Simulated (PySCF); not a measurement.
# How methods differ on the electron affinity of In

In⁻ [Kr] 4d10 5s2 5p2 (3P) → In [Kr] 4d10 5s2 5p1 (2P), as a difference of total energies. All numbers are calculated (PySCF 2.14, scalar relativity through the core potential, in def2-QZVPPD with the def2 core potential (28 electrons) (8s6p5d4f1g, 88 functions)). Correlated levels: valence: 4s2 4p6 4d10 frozen; valence and next inner shell: nothing frozen outside the core potential. The calculations carry no spin-orbit coupling.

| method | electron affinity (eV) |
| --- | --- |
| UHF | 0.033 |
| LDA | 0.548 |
| PBE | 0.434 |
| PBE0 | 0.422 |
| r2SCAN | 0.498 |
| LC-wPBE | 0.393 |
| MN15 | 0.423 |
| PW91 | 0.465 |
| B2PLYP | 0.284 |
| MP2 (valence) | 0.315 |
| SCS-MP2 (valence) | 0.235 |
| MP2 (valence and next inner shell) | 0.319 |
| SCS-MP2 (valence and next inner shell) | 0.222 |

Q: How much does correlation contribute at MP2 (valence and next inner shell)?

A: 0.319 − (0.033) = 0.286 eV, measured against UHF.

The reference lies between the lowest fine-structure levels, while these numbers refer to the centres of the terms.

Errors of the correlated levels include the incompleteness of this basis and the frozen core.

In the anion the highest occupied orbital energy is positive at LDA, PBE, PBE0, r2SCAN, MN15, PW91, B2PLYP, a self-interaction effect; the basis confines that electron, and the energy difference can still be sensible.

For comparison: 0.384 eV (measured; photodetachment measurements, as compiled on the Wikipedia data page of electron affinities).
